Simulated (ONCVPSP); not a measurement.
## Ranking ONCV potentials for lead (Pb)

All share these settings but for the change named:

ONCVPSP 4.0.1 input, shortened (lines: element, Z, core and valence counts, functional; n l f; lmax; l rc ep ncon nbas qcut; lloc lpopt rc5 dvloc0; l nproj debl; icmod fcfact rcfact), LDA (Perdew-Zunger), scalar-relativistic:

```
  Pb 82.00   10    5        3      upf
    1    0    2.00
    2    0    2.00
    2    1    6.00
    3    0    2.00
    3    1    6.00
    3    2   10.00
    4    0    2.00
    4    1    6.00
    4    2   10.00
    4    3   14.00
    5    0    2.00
    5    1    6.00
    5    2   10.00
    6    0    2.00
    6    1    2.00
    2
    0    1.40    0.00    4    8    9.80
    1    1.55    0.00    3    6   10.50
    2    1.35    0.00    4    9    6.60
    4    5    1.05    2.00
    0    3    3.60
    1    2    3.40
    2    1    2.20
    1    0.45    0.00
```

Cutoff: the first of the cutoffs (Ha) at which the residual kinetic energy of the hardest occupied pseudo-wave falls to 1 and 0.1 mHa per electron; the density cutoff is not measured.

The base gives 34 Ha.

Of 6 variants that were run, those that failed, showed a ghost or another fault, or gave nearly equal values are left out.

A variant can come out equal or close to the base.

**Question.** Rank these variants from softest to hardest (loose cutoff).
A. all radii but the core radius scaled by about 0.95 (s 1.34, p 1.48, d 1.28 bohr); local potential polynomial inside 1.00 bohr (lpopt 5, dvloc0 2 Ha)
B. all radii but the core radius scaled by about 1.13 (s 1.58, p 1.76, d 1.52 bohr); local potential polynomial inside 1.18 bohr (lpopt 5, dvloc0 2 Ha)
C. all radii but the core radius scaled by about 1.31 (s 1.84, p 2.02, d 1.76 bohr); local potential polynomial inside 1.38 bohr (lpopt 5, dvloc0 2 Ha)

**Answer.** C (26 Ha), B (29 Ha), A (36 Ha).
